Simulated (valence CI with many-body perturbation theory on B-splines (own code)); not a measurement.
**Level structure of Rh VI**

Level of theory: valence CI with perturbative core correlation (CI+MBPT): four valence electrons over a frozen Dirac-Fock core [Kr], a basis of 9 s, 9 p, 10 d, 8 f, 5 g, 3 h, 1 i functions for each j, with the one-electron correlation potential Σ1 (screened to all orders), the two-electron term Σ2, the three-electron term Σ3, Breit, model QED; selected single and double excitations, second order for the rest, scaled by the run's own slope (own B-spline code, finite nucleus).

No measured spectrum was set against this ion. As an estimate, terms of the open shell hold to 2 to 4 % of their energy, and close levels can change places; different configurations can be misplaced against each other by 1,000 to 8,000 cm⁻¹. Core correlation moves these levels by up to 17000 cm⁻¹, and in measured spectra 5 to 20 % of such shifts remained as error; rates that hang on mixing are uncertain with them. Among the levels kept, up to 310 cm⁻¹ of a level comes from second order outside the variational space, and about a tenth of that is noise between levels of different J, which matters for small intervals. Only levels of the ground parity were solved; by the run's estimate the other parity begins above the list, which can be wrong where configurations are misplaced.

Levels 46 to 65 of 65, with energies above the lowest level, 4d4 5D_0. "Leading %" is the weight of the configuration and term that name the level; weights of strongly mixed levels are sums over their largest components and can fall short. In the jj column 3d3/2^4 stands for four electrons in 3d with j = 3/2. Lifetimes count E1, E2, E3, M1 and M2 decay at the calculated energies, and are blank where another channel may lead or the interval is too uncertain; long ones can be off by a factor of two.

```
No.  Configuration  Term  J  E (cm⁻¹)  Leading %  Lifetime  Second component               Leading jj
 46         4d3.5s    3G  3    184050         93   34.7 μs     4 % 4d3.5s 3F  4d3/2 4d5/2^2 5s (58 %)
 47         4d3.5s    3G  4    184470         76   33.0 μs    11 % 4d3.5s 3H  4d3/2^2 4d5/2 5s (53 %)
 48         4d3.5s    3G  5    185090         69   33.8 μs    23 % 4d3.5s 3H  4d3/2^2 4d5/2 5s (69 %)
 49         4d3.5s    3P  1    187150         45   29.7 μs    37 % 4d3.5s 3D        4d3/2^3 5s (41 %)
 50         4d3.5s    3P  0    187400         98   30.7 μs                    4d3/2^2 4d5/2 5s (94 %)
 51         4d3.5s    3H  4    187570         62   29.1 μs    29 % 4d3.5s 1G  4d3/2^2 4d5/2 5s (61 %)
 52         4d3.5s    3P  2    188780         43   29.5 μs    37 % 4d3.5s 3D  4d3/2 4d5/2^2 5s (58 %)
 53         4d3.5s    3H  6    190420         99   32.2 μs                    4d3/2 4d5/2^2 5s (99 %)
 54         4d3.5s    3P  1    190510         77   25.2 μs    18 % 4d3.5s 1P  4d3/2 4d5/2^2 5s (48 %)
 55         4d3.5s    3H  5    190580         75   32.9 μs    23 % 4d3.5s 3G  4d3/2 4d5/2^2 5s (65 %)
 56         4d3.5s    3P  1    191850         50   28.1 μs    46 % 4d3.5s 3D  4d3/2 4d5/2^2 5s (78 %)
 57         4d3.5s    3P  2    192150         75   23.0 μs    20 % 4d3.5s 3D  4d3/2 4d5/2^2 5s (67 %)
 58         4d3.5s    3P  0    192270         98   22.3 μs                    4d3/2 4d5/2^2 5s (94 %)
 59         4d3.5s    1G  4    193120         62   25.1 μs    24 % 4d3.5s 3H        4d5/2^3 5s (62 %)
 60         4d3.5s    3D  3    193140         96   30.3 μs                    4d3/2 4d5/2^2 5s (59 %)
 61         4d3.5s    3P  2    194940         58   29.5 μs    38 % 4d3.5s 3D        4d5/2^3 5s (67 %)
 62         4d3.5s    1H  5    195570         94   22.1 μs                    4d3/2 4d5/2^2 5s (79 %)
 63         4d3.5s    1D  2    198560         86   23.0 μs     8 % 4d3.5s 3P  4d3/2 4d5/2^2 5s (47 %)
 64         4d3.5s    1P  1    198630         67   24.7 μs    19 % 4d3.5s 3P        4d5/2^3 5s (76 %)
 65         4d3.5s    3F  4    202710         97   25.0 μs                    4d3/2 4d5/2^2 5s (78 %)
```

Names give the largest LS component (configuration and term), which can be under half, so a name can repeat, a term be missing and a line seem to break the LS rules; names also repeat where a configuration has a term twice.

Where two levels of one J and parity lie close, their mixing, g and order are uncertain.
